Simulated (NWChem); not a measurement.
CH6AuNS; SMILES C[S][Au]<-[NH3]

```xyz
10

Au     0.0573    -0.3617     0.0000
S      0.5759     1.8465     0.0001
C     -1.0356     2.6999     0.0000
H     -1.6294     2.4718    -0.8967
H     -0.8167     3.7783     0.0011
H     -1.6303     2.4703     0.8957
N     -0.3266    -2.4782     0.0004
H     -0.7527    -2.7870     0.8747
H      0.5386    -3.0065    -0.1186
H     -0.9531    -2.7492    -0.7581
```
Atoms are numbered in this order, from 1.

Results from NWChem. Medium grid unless said otherwise, to which SCAN and Minnesota functionals are sensitive. Geometry: optimised at PBE0/def2-SVP. No frequency run checked for a minimum. def2 effective core potentials on Au; no spin-orbit coupling. Hybrids' shares of exact exchange are those that their runs print; pure functionals count as 0. The functionals differ in more than this share.

```
row                                   share of exact exchange  orbital gap (eV)
------------------------------------  -----------------------  ----------------
PBE/def2-SVP                                             0.00              2.86
LDA (Slater exchange, VWN5)/def2-SVP                     0.00              2.86
B3LYP/def2-SVP                                           0.20              4.27
B3PW91/def2-SVP                                          0.20              4.54
M06/def2-SVP                                             0.27              4.57
PW6B95/def2-SVP                                          0.28              4.86
MPW1K/def2-SVP                                           0.43          withheld
BHandHLYP/def2-SVP                                       0.50              6.48
```

**Question.** Fit a straight line of the last column on the one before it, predict the withheld value, and compare with the run.

**Answer.** 
1. Means of the 7 shown rows: x = 0.207, y = 4.349. Slope Σ(x − x̄)(y − ȳ)/Σ(x − x̄)² = 1.291/0.1809 = 7.136; intercept 2.870.
2. The shown rows scatter about the line by 0.127 (root mean square); the largest residual is +0.24, at B3PW91/def2-SVP.
3. At x = 0.43 (MPW1K/def2-SVP; inside the shown range) the line gives 5.94.
4. The run gives 6.21, +0.27 from the line, 2.1 times the scatter.
